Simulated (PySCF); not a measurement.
Positional isomers: benzothiophene ethynyl+boryl. Gas-phase values, no solvent. One relaxed conformer stands for each flexible species; it need not be the lowest. Strings in code marks are SMILES.

All values below come from ωB97X-D3(BJ)/def2-TZVP // PBE0-D3(BJ)/def2-SVP (PySCF 2.14.0). All candidates: neutral, multiplicity 1. Excitations are Tamm–Dancoff values on a coarser integration grid. The basis has no diffuse functions, so Rydberg states are missing or too high.

```json
{
 "HOMO–LUMO gap": "7.90 eV",
 "brightest of the four lowest singlets (TDA)": "4.57 eV",
 "S1 excitation (TDA)": "4.16 eV"
}
```

Problem. Identify which member has these values.
(A) `Bc1cc2sccc2cc1C#C`
(B) `Bc1cc2c(C#C)cccc2s1`
(C) `Bc1cc2cccc(C#C)c2s1`
(D) `Bc1c(C#C)sc2ccccc12`

Solution. B, `Bc1cc2c(C#C)cccc2s1`. The others give `Bc1cc2sccc2cc1C#C`: 8.25 eV, 5.66 eV, 4.24 eV; `Bc1cc2cccc(C#C)c2s1`: 7.99 eV, 5.27 eV, 4.21 eV; `Bc1c(C#C)sc2ccccc12`: 8.14 eV, 4.31 eV, 4.31 eV
